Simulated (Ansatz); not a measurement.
Reaction (ligand exchange at the Al–C bond): `F[CH]([AlH2])[SiH2][SiH3]` + `NCF` → `FC[NH][AlH2]` + `FC[SiH2][SiH3]`

Calculated with Ansatz (gas phase, PBE0-D4/def2-TZVP geometries, no zero-point term in ΔE). CBS: MP2 limit from def2 TZ/QZ plus the TZ coupled-cluster correction, frozen cores. DFT in def2-TZVPP. B3LYP here is the variant with VWN-RPA as its local correlation; programs differ in this. Each species was taken in one conformer, which may not be the lowest.

```csv
level,ΔE (kJ/mol),difference from CCSD(T)/CBS
PBE-D4,-91.5,11.7
r2SCAN-D4,-100.5,2.7
PBE0-D4,-95.5,7.7
B3LYP-D4,-102.0,1.2
ωB97X-V,-101.9,1.3
ωB97M-V,-100.6,2.6
B2PLYP,-108.3,-5.1
PBE,-94.6,8.6
r2SCAN,-101.3,1.9
PBE0,-98.4,4.8
B3LYP,-107.0,-3.8
HF/def2-TZVPP,-117.8,-14.6
MP2/def2-TZVPP,-109.0,-5.8
SCS-MP2/def2-TZVPP,-111.1,-7.9
CCSD/def2-TZVPP,-108.4,-5.2
CCSD(T)/def2-TZVPP,-106.2,-3.0
HF/def2-QZVPP,-118.4,-15.2
MP2/def2-QZVPP,-107.5,-4.3
SCS-MP2/def2-QZVPP,-109.8,-6.6
HF/CBS(def2),-118.5,-15.3
MP2/CBS(def2),-106.1,-2.9
CCSD/CBS(def2),-105.5,-2.3
CCSD(T)/CBS,-103.2,0
```

Largest T1 diagnostic among the species: 0.013.

The D4 term adds +5.0 kJ/mol with B3LYP and +2.9 kJ/mol with PBE0; it sums over pairs of atoms, weighted by their polarisabilities, and B3LYP, whose exchange is more repulsive, gets the larger term. In def2-TZVPP, CCSD(T) changes the Hartree–Fock value by +11.7 kJ/mol (the triples alone add +2.2 kJ/mol) and MP2 by +8.8 kJ/mol.
